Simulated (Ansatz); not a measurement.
One change: `[Cl][Al]([Cl])[Cl]` becomes `[SH][Al]([Cl])[Cl]`.

Ansatz, PBE0-D4/def2-TZVP geometries, multiplicity 1. Each molecule was computed in one conformer, which needn't be the lowest.

| property | `[Cl][Al]([Cl])[Cl]` |
| --- | --- |
| HOMO energy (ωB97M-V/def2-TZVPP) / eV | -11.62 |
| size of the dipole moment (B3LYP/def2-TZVPP) / D | 0.00 |
| LUMO energy (B3LYP/def2-TZVPP) / eV | -1.53 |
| HOMO–LUMO gap (ωB97M-V/def2-TZVPP) / eV | 12.11 |
| HOMO–LUMO gap (B3LYP/def2-TZVPP) / eV | 7.55 |
| LUMO energy (PBE/def2-TZVPP) / eV | -2.11 |

Task: Give the same properties after the change, and the shifts. (Best estimate.)

Result: The calculation gave: 
| property | `[SH][Al]([Cl])[Cl]` | shift |
| --- | --- | --- |
| HOMO energy (ωB97M-V/def2-TZVPP) / eV | -10.44 | 1.18 |
| size of the dipole moment (B3LYP/def2-TZVPP) / D | 1.03 | 1.03 |
| LUMO energy (B3LYP/def2-TZVPP) / eV | -1.26 | 0.27 |
| HOMO–LUMO gap (ωB97M-V/def2-TZVPP) / eV | 11.15 | -0.96 |
| HOMO–LUMO gap (B3LYP/def2-TZVPP) / eV | 6.72 | -0.83 |
| LUMO energy (PBE/def2-TZVPP) / eV | -1.85 | 0.26 |

With PBE0 the HOMO rises by 1.12 eV and the LUMO rises by 0.25 eV, so the gap narrows by about 0.87 eV. PBE moves the HOMO by 0.92 eV and ωB97M-V by 1.18 eV. The zero-point energy changes by 21.4 kJ/mol with +3 modes.

B3LYP here is the variant with VWN-RPA as its local correlation; programs differ in this.
